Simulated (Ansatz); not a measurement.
Method: frozen-core CCSD(T)/cc-pVDZ // PBE0-D3(BJ)/def2-SVP (Ansatz, a program for electronic structure).

Ansatz 0.2 input:
```yaml
crystal:
  periodic: [false, false, false]
  atoms:
    - { symbol: C, position_ang: [-2.189849, -0.980893, 0.48888] }
    - { symbol: C, position_ang: [-0.720232, -1.129449, 0.121166] }
    - { symbol: C, position_ang: [0.030656, 0.169747, -0.242805] }
    - { symbol: Si, position_ang: [-0.095946, 1.458462, 1.156259] }
    - { symbol: Si, position_ang: [-0.687544, 0.957233, -1.81912] }
    - { symbol: C, position_ang: [1.518102, -0.129621, -0.557529] }
    - { symbol: C, position_ang: [2.357875, -0.638396, 0.608072] }
    - { symbol: H, position_ang: [-2.785223, -0.554022, -0.332892] }
    - { symbol: H, position_ang: [-2.32913, -0.32791, 1.366267] }
    - { symbol: H, position_ang: [-2.626982, -1.958695, 0.740342] }
    - { symbol: H, position_ang: [-0.62477, -1.836446, -0.724752] }
    - { symbol: H, position_ang: [-0.199209, -1.612499, 0.966088] }
    - { symbol: H, position_ang: [0.031921, 0.812891, 2.501801] }
    - { symbol: H, position_ang: [-1.403212, 2.185284, 1.120383] }
    - { symbol: H, position_ang: [0.995849, 2.469715, 1.001082] }
    - { symbol: H, position_ang: [-2.124096, 1.347973, -1.68766] }
    - { symbol: H, position_ang: [-0.559664, -0.015181, -2.953128] }
    - { symbol: H, position_ang: [0.095712, 2.18834, -2.154041] }
    - { symbol: H, position_ang: [1.995992, 0.780334, -0.960892] }
    - { symbol: H, position_ang: [1.556474, -0.873426, -1.375573] }
    - { symbol: H, position_ang: [3.391866, -0.829704, 0.283733] }
    - { symbol: H, position_ang: [2.404903, 0.094737, 1.429725] }
    - { symbol: H, position_ang: [1.966509, -1.578473, 1.024593] }
basis:
  gaussian: { orbitals: cc-pVDZ }
correlation:
  method: ccsd_t
```

Output:

```
Functional definition: HF
1707 factors; integrals over basis functions are off by at most 1.0e-3 eV
mean field evaluation 1: about -21125.2035 eV, gradient 3.5e1 eV
mean field evaluation 2: about -21125.4469 eV, gradient 3.5e1 eV
mean field evaluation 4: about -21129.8254 eV, gradient 5.3e0 eV
mean field evaluation 8: about -21129.9155 eV, gradient 1.6e-4 eV
mean field evaluation 16: about -21129.6663 eV, gradient 2.2e-1 eV
mean field -21129.91548251 eV, -776.5100716113 hartree, gradient 3.8e-6 eV, S^2 0.000000; 0 other end points of the search recorded, 0 dependent functions left out
15 core orbitals not correlated
reference -21129.91548251 eV, -776.5100716113 hartree; 22, 22 occupied and 149, 149 virtual orbitals, 1707 factors
second order -25.78075632 eV of doubles, -0.00000000 eV of singles
cycle   1  -27.76795769 eV  change    -2.0e0 eV  update   1.2e-1
cycle   2  -28.64970982 eV  change   -8.8e-1 eV  update   3.4e-2
cycle   3  -28.75329023 eV  change   -1.0e-1 eV  update   1.2e-2
cycle   4  -28.75175635 eV  change    1.5e-3 eV  update   3.3e-3
cycle   5  -28.75214167 eV  change   -3.9e-4 eV  update   9.8e-4
cycle   6  -28.75183281 eV  change    3.1e-4 eV  update   2.8e-4
cycle   7  -28.75171592 eV  change    1.2e-4 eV  update   7.8e-5
cycle   8  -28.75171740 eV  change   -1.5e-6 eV  update   2.5e-5
perturbative correction -0.89110277 eV, -0.0327474228 hartree
Total energy: -21159.55830268 eV, -777.5994251598 hartree
```

Cost: roughly 3 core-minutes.
